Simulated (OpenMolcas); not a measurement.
neutral carbon: Slater's ratio, thermal populations, worked from levels

| Property | Result |
| --- | --- |
| Program | OpenMolcas 26.06 |
| Basis | ANO-RCC-VTZP [4s3p2d1f] |
| Scalar Hamiltonian | DKH2, point nucleus |
| Active space | 2 electrons in 3 orbitals (2p) |
| State averaging | 2S+1 = 3 even, 3 roots; 2S+1 = 1 even, 6 roots |
| Spin-orbit coupling | state interaction with AMFI integrals over the reference wave functions, term energies averaged over their components |

Methods: CASSCF; SS-CASPT2, IPEA 0.25 Eh, imaginary shift 0.1 Eh (closed shells correlated: 1s 2s). Measured levels: NIST Handbook of Basic Atomic Spectroscopic Data.

**Slater's ratio.** With one set of orbitals, p2 has 1D - 3P = 6 F2 and 1S - 1D = 9 F2 (F2 = F²/25), a ratio of 3/2. Term energies are centres of gravity, weighted by 2J + 1.

```csv
Source,1D - 3P,1S - 3P,F2 from the first,Ratio
CASSCF,12629,31076,2105,1.461
SS-CASPT2,10236,23366,1706,1.283
measured,10163,21618,1694,1.127
```

Energies in cm-1. A ratio away from 3/2 shows effects beyond one configuration with one set of orbitals, and in heavier atoms second-order spin-orbit shifts.

**Thermal populations.** Z = Σ (2J + 1) exp(-E/kT) with k = 0.695035 cm-1/K, over the levels below. No other level of either list lies under 33700 cm-1, which is above 7 kT at each temperature.

```
      Level  2J + 1  SS-CASPT2  measured
2s2 2p2 3P0       1        0.0       0.0
2s2 2p2 3P1       3       15.8      16.4
2s2 2p2 3P2       5       47.2      43.4
2s2 2p2 1D2       5      10270     10193
2s2 2p2 1S0       1      23400     21648
```

```tsv
T (K)	Z, SS-CASPT2	Z, measured levels	Ground level (%), SS-CASPT2	Ground level (%), measured levels
2000	8.802	8.814	11.4	11.3
3000	8.902	8.911	11.2	11.2
5000	9.180	9.192	10.9	10.9
```

At 5000 K, kT = 3475 cm-1, and the computed levels give Z = 1.000 + 2.986 + 4.933 + 0.260 + 0.001 = 9.180.

Term energies are means over components that CASPT2 splits; among the terms shown or strongly mixed into the levels shown the widest spread is 82 cm-1 (2s2 2p2 1D, SS-CASPT2). With the s shell closed, the reference lacks s² → p² mixing. Without dynamic correlation excited terms often stand tens of per cent too high (terms of higher spin than the ground term too low), and those without a measured partner can miss by more than the paired ones (holds for CASSCF). Computed and measured levels are paired by configuration, term and J; levels that our copy of the source lacks, or whose pairing is in doubt (as where it misses far off the trend of its configuration), stay unpaired and out of the deviations. Only configurations of the active space appear.
